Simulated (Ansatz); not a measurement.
Stepwise reaction of `C[Se][AlH2]` with hydrogen fluoride, as a gas-phase model of exchange steps in deposition or etching. ΔE in kJ/mol; ΔG adds harmonic PBE0-D4 terms to CCSD(T)/CBS, at 1 bar.

Calculated with Ansatz (gas phase, PBE0-D4/def2-TZVP geometries, no zero-point term in ΔE). CCSD(T)/CBS adds triple-zeta CCSD(T) − MP2 to the extrapolated MP2 energy (def2 sets, frozen cores). This one scheme is used for every species. DFT in def2-TZVPP. B3LYP here is the variant with VWN-RPA as its local correlation; programs differ in this. For Se outer-core shells are correlated without core-valence functions, which leaves a few kJ/mol of doubt a bond. Scalar relativity is left out up to krypton. One conformer a species, not always the lowest.

```json
{"step": "1", "reaction": "`C[Se][AlH2]` + H–F → `C[Se][AlH][F]` + H₂", "PBE-D4": "-159.5", "B3LYP-D4": "-167.3", "ωB97M-V": "-165.6", "CCSD(T)/CBS": "-164.8", "ΔG(500 K)": "-162.1"}
{"step": "2", "reaction": "`C[Se][AlH][F]` + H–F → `C[Se][Al]([F])[F]` + H₂", "PBE-D4": "-153.5", "B3LYP-D4": "-162.5", "ωB97M-V": "-159.1", "CCSD(T)/CBS": "-159.6", "ΔG(500 K)": "-159.4"}
```

Question: By hand: ΔE of the 2 steps together at CCSD(T)/CBS.

Answer: (-164.8) + (-159.6) = -324.4 kJ/mol, or -162.2 kJ/mol a step.

In ΔE each step is higher than the one before. All are downhill at CCSD(T)/CBS. ΔG lies between -162.1 and -159.4 kJ/mol a step. PBE-D4 differs from CCSD(T)/CBS by 5.3 to 6.1 kJ/mol a step. Isolated molecules leave out the surface, adducts and barriers. Largest T1 diagnostic: 0.011.
